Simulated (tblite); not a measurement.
Species: C6H8ClNS.
SMILES with atom numbers: `[CH2:1]=[C:2]([Cl:3])[CH2:4][C@H:5]([C:6]#[N:7])[S:8][CH3:9]` (hydrogens: H10, H11 on C1; H12, H13 on C4; H14 on C5; H15, H16, H17 on C9)

Computed with GFN2-xTB (tblite), gas phase: L-BFGS steps from a force-field or distance-geometry start until the largest atomic force falls under 0.01 eV/Å.

Step 23: E = -750.3372 eV
```
atom  x, y, z in Å  |  force x, y, z in eV/Å
C1     -2.5325    0.8619    0.5677   -0.027   0.040   0.025
C2     -1.9620   -0.0961   -0.1382    0.014   0.028  -0.016
Cl3    -2.7892   -1.5939   -0.4213   -0.016  -0.062  -0.017
C4     -0.5992   -0.0211   -0.7526    0.027  -0.007  -0.013
C5      0.3462   -1.0584   -0.1305    0.024  -0.010   0.007
C6      0.4513   -0.9062    1.2940   -0.061  -0.011   0.001
N7      0.5570   -0.7670    2.4239    0.049   0.035   0.009
S8      2.0405   -0.9946   -0.8590   -0.033  -0.003  -0.039
C9      2.6253    0.6071   -0.2421    0.029   0.016   0.008
H10    -3.5170    0.7589    0.9839   -0.034  -0.019   0.023
H11    -2.0248    1.7919    0.7489    0.022   0.014   0.007
H12    -0.6631   -0.2181   -1.8246    0.021  -0.015  -0.029
H13    -0.2049    0.9850   -0.6024   -0.004   0.002   0.015
H14    -0.0036   -2.0710   -0.3549    0.009   0.005  -0.004
H15     1.9907    1.4040   -0.6191    0.018   0.012   0.033
H16     3.6313    0.7352   -0.6289    0.003  -0.045  -0.009
H17     2.6470    0.5943    0.8441   -0.040   0.022  -0.002
```

Step 24: E = -750.3380 eV
```
atom  x, y, z in Å  |  force x, y, z in eV/Å
C1     -2.5347    0.8598    0.5692   -0.028   0.049   0.019
C2     -1.9634   -0.0952   -0.1404    0.011   0.013   0.010
Cl3    -2.7902   -1.5942   -0.4242   -0.010  -0.049  -0.020
C4     -0.5999   -0.0208   -0.7540   -0.007   0.009  -0.022
C5      0.3464   -1.0562   -0.1312   -0.006  -0.005   0.009
C6      0.4552   -0.9016    1.2919   -0.050  -0.008   0.024
N7      0.5697   -0.7621    2.4208    0.042   0.039   0.026
S8      2.0385   -0.9945   -0.8601   -0.004   0.006  -0.061
C9      2.6264    0.6060   -0.2406    0.028  -0.004   0.006
H10    -3.5202    0.7565    0.9837   -0.025  -0.029   0.019
H11    -2.0291    1.7904    0.7541    0.029   0.009   0.000
H12    -0.6663   -0.2191   -1.8251    0.028  -0.025  -0.046
H13    -0.2069    0.9861   -0.6083    0.005   0.010   0.028
H14    -0.0058   -2.0687   -0.3500    0.009  -0.012  -0.020
H15     1.9976    1.4063   -0.6203    0.015   0.006   0.033
H16     3.6353    0.7297   -0.6220   -0.005  -0.046  -0.001
H17     2.6404    0.5895    0.8456   -0.030   0.037  -0.004
```

Step 25: E = -750.3388 eV
```
atom  x, y, z in Å  |  force x, y, z in eV/Å
C1     -2.5373    0.8583    0.5708   -0.021   0.036   0.002
C2     -1.9649   -0.0940   -0.1424   -0.003  -0.006   0.031
Cl3    -2.7913   -1.5953   -0.4275    0.005  -0.014  -0.018
C4     -0.6006   -0.0204   -0.7558   -0.042   0.021  -0.023
C5      0.3464   -1.0542   -0.1318   -0.039   0.002   0.011
C6      0.4580   -0.8971    1.2903   -0.025   0.000   0.046
N7      0.5834   -0.7564    2.4179    0.028   0.039   0.027
S8      2.0361   -0.9940   -0.8625    0.018   0.022  -0.068
C9      2.6280    0.6049   -0.2391    0.013  -0.026   0.000
H10    -3.5238    0.7535    0.9838   -0.006  -0.031   0.012
H11    -2.0327    1.7890    0.7594    0.026   0.000  -0.005
H12    -0.6690   -0.2206   -1.8264    0.035  -0.029  -0.046
H13    -0.2087    0.9874   -0.6137    0.010   0.010   0.035
H14    -0.0081   -2.0667   -0.3453    0.010  -0.024  -0.035
H15     2.0049    1.4089   -0.6207    0.014   0.001   0.026
H16     3.6394    0.7232   -0.6151   -0.008  -0.042   0.009
H17     2.6332    0.5855    0.8471   -0.014   0.043  -0.004
```

Step 26: E = -750.3397 eV
```
atom  x, y, z in Å  |  force x, y, z in eV/Å
C1     -2.5402    0.8572    0.5725   -0.008   0.009  -0.018
C2     -1.9665   -0.0927   -0.1439   -0.020  -0.022   0.040
Cl3    -2.7922   -1.5970   -0.4311    0.022   0.029  -0.011
C4     -0.6019   -0.0196   -0.7582   -0.062   0.022  -0.015
C5      0.3455   -1.0524   -0.1322   -0.061   0.008   0.012
C6      0.4601   -0.8926    1.2895    0.006   0.009   0.057
N7      0.5980   -0.7497    2.4155    0.010   0.035   0.013
S8      2.0336   -0.9929   -0.8662    0.019   0.036  -0.057
C9      2.6297    0.6035   -0.2375   -0.008  -0.041  -0.005
H10    -3.5276    0.7497    0.9842    0.016  -0.027   0.007
H11    -2.0358    1.7877    0.7647    0.017  -0.010  -0.011
H12    -0.6710   -0.2226   -1.8288    0.036  -0.025  -0.029
H13    -0.2101    0.9887   -0.6184    0.008   0.003   0.034
H14    -0.0104   -2.0652   -0.3411    0.012  -0.026  -0.045
H15     2.0129    1.4117   -0.6204    0.014  -0.005   0.014
H16     3.6436    0.7155   -0.6082   -0.006  -0.035   0.018
H17     2.6254    0.5824    0.8486    0.004   0.040  -0.003
```

Problem. Estimate the geometry and energy of step 27. (The exact step hangs on the optimiser's Hessian estimate; all steps are aligned on step 26, rigid shifts and turns removed.)

Solution. E = -750.3406 eV, largest force 0.064 eV/Å
```
atom  x, y, z in Å  |  force x, y, z in eV/Å
C1     -2.5431    0.8565    0.5738    0.005  -0.019  -0.029
C2     -1.9684   -0.0918   -0.1447   -0.028  -0.027   0.029
Cl3    -2.7927   -1.5983   -0.4347    0.029   0.057  -0.004
C4     -0.6041   -0.0186   -0.7607   -0.054   0.012   0.000
C5      0.3435   -1.0507   -0.1322   -0.059   0.009   0.012
C6      0.4617   -0.8885    1.2894    0.034   0.016   0.046
N7      0.6118   -0.7425    2.4137   -0.009   0.030  -0.006
S8      2.0313   -0.9911   -0.8709   -0.007   0.041  -0.032
C9      2.6311    0.6018   -0.2361   -0.025  -0.039  -0.008
H10    -3.5308    0.7456    0.9849    0.031  -0.019   0.005
H11    -2.0382    1.7864    0.7694    0.006  -0.017  -0.016
H12    -0.6719   -0.2249   -1.8315    0.029  -0.013   0.000
H13    -0.2110    0.9898   -0.6218    0.000  -0.008   0.027
H14    -0.0124   -2.0643   -0.3381    0.014  -0.016  -0.047
H15     2.0208    1.4147   -0.6196    0.014  -0.010  -0.001
H16     3.6473    0.7073   -0.6017    0.001  -0.025   0.025
H17     2.6181    0.5804    0.8498    0.020   0.028   0.000
```

The energy changes by -0.0009 eV. The first-order estimate −F·Δx gives -0.0012 eV and the mean of the old and new forces, exact on a quadratic surface, -0.0009 eV. The step makes an angle of 76° with the force vector and moves no atom by more than 0.016 Å.

The cost below is that of the whole relaxation. On one thread, Intel Xeon Platinum 8259CL at 2.50 GHz (x86_64), no GPU (shared host), this took 1.5 s.
